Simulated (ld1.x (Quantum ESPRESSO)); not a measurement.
**Pseudopotential generation for antimony (Sb): PAW, PBE, non-relativistic.**

- Element: Sb (Z = 51)
- Generator: ld1.x (Quantum ESPRESSO) 7.5
- Type: PAW
- Functional: PBE
- Relativity: non-relativistic
- Frozen core: [Kr]
- Valence charge: 15
- Reference configuration: 4d10 5s2 5p2.5 (charge +0.5)
- Partial waves: 5s (bound): rcut 1.70, rcutus 2.20 bohr; 5s channel at 0.25 Ry: rcut 1.70, rcutus 2.20 bohr; 5p (bound): rcut 2.45, rcutus 2.70 bohr; 5p channel at -0.3 Ry: rcut 2.45, rcutus 2.70 bohr; 4d (bound): rcut 1.45, rcutus 1.75 bohr; 4d channel at -1.55 Ry: rcut 1.45, rcutus 1.75 bohr
- Local potential: all-electron potential smoothed inside 2.10 bohr (lloc = -1)
- Core correction: a·sin(br)/r model core inside 1.45 bohr
- Augmentation charge: BESSEL, radius 1.25 bohr

* Cutoffs needed: 40 Ry and 70 Ry (the cutoffs (Ry, on a coarse ladder) from which the occupation-weighted sum of valence levels, in a spherical-Bessel basis at the reference potential, stays within 10 and 1 mRy of its value at 400 Ry)
* Ghost test: no extra level below or beside the all-electron valence levels (s, p, d, f tested) (spherical-Bessel basis up to 400 Ry, 20 bohr box)
* Largest excitation error: +1.1 meV (all-electron minus pseudo) for 4d10 5s0 5p5, out of 7 test configurations
* Lowest eigenvalue of the overlap operator: 0.16 (d channel)
